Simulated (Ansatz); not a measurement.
Start from `C[O][Ga]([NH2])[Cl]` and change one atom or group to get `[NH2][Ga]([Cl])[O][SiH3]`.

Ansatz, PBE0-D4/def2-TZVP geometries, multiplicity 1. Each molecule was computed in one conformer, which needn't be the lowest.

Scalar relativity is left out up to krypton.

| property | `C[O][Ga]([NH2])[Cl]` |
| --- | --- |
| HOMO–LUMO gap (B3LYP/def2-TZVPP) / eV | 6.46 |
| HOMO energy (PBE0/def2-TZVPP) / eV | -7.67 |
| LUMO energy (PBE/def2-TZVPP) / eV | -1.56 |
| size of the dipole moment (ωB97M-V/def2-TZVPP) / D | 1.38 |
| HOMO energy (B3LYP/def2-TZVPP) / eV | -7.42 |
| HOMO–LUMO gap (PBE/def2-TZVPP) / eV | 4.63 |

Give the same properties after the change, and the shifts. (Estimate.)

Computed: 
```
                                          property  `[NH2][Ga]([Cl])[O][SiH3]`  shift
             HOMO–LUMO gap (B3LYP/def2-TZVPP) / eV                        6.46   0.00
                HOMO energy (PBE0/def2-TZVPP) / eV                       -7.97  -0.30
                 LUMO energy (PBE/def2-TZVPP) / eV                       -1.87  -0.31
size of the dipole moment (ωB97M-V/def2-TZVPP) / D                        2.33   0.95
               HOMO energy (B3LYP/def2-TZVPP) / eV                       -7.71  -0.29
               HOMO–LUMO gap (PBE/def2-TZVPP) / eV                        4.68   0.05
```

Dipoles are sizes alone; their direction can turn.

B3LYP here is the variant with VWN-RPA as its local correlation; programs differ in this.
